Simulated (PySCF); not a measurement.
BH5OSn, SMILES B[O][SnH3].

Geometry optimised at B3LYP-D3(BJ)/def2-SVP. The def2 effective core potentials stand for the cores of Sn; spin–orbit coupling is left out.

Method: HF/def2-TZVPD (PySCF).

```yaml
total_energy: -315.87709 hartree
point_group: Cs
highest_occupied_level: -11.19 eV
lowest_empty_level: 1.21 eV
orbital_gap: 12.40 eV
dipole_moment: 2.89 D
quadrupole, principal values (traceless, Buckingham form, about the centre of nuclear charge): -3.77, -0.15, 3.92 D·Å
mean_static_polarisability: 55.0 bohr³ (8.15 Å³)
polarisability_principal_values: 49.8, 53.2, 62.0 bohr³
```
